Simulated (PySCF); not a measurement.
Be(SMe)(SeH) (CH₄BeSSe), SMILES C[S][Be][SeH].

Geometry: TPSSh-D3(BJ)/def2-SVP. The structure was generated by enumeration; whether it is a known compound was not checked. One conformer was computed; it need not be the lowest.

Method: M06-2X/def2-TZVPD run with PySCF.

Isolated molecule, no solvent.

Computed frontier levels, gap, dipole moment and polarisability:
The highest occupied level comes out as -8.35 eV, the lowest empty level comes out as -0.39 eV and the orbital gap comes out as 7.96 eV. The dipole moment is 1.63 D, the quadrupole, principal values (traceless, Buckingham form, about the centre of nuclear charge) is -8.65, 2.41, 6.24 D·Å and the mean static polarisability is 80.4 bohr³ (11.92 Å³). The polarisability, principal values is 65.2, 73.2, 102.8 bohr³.
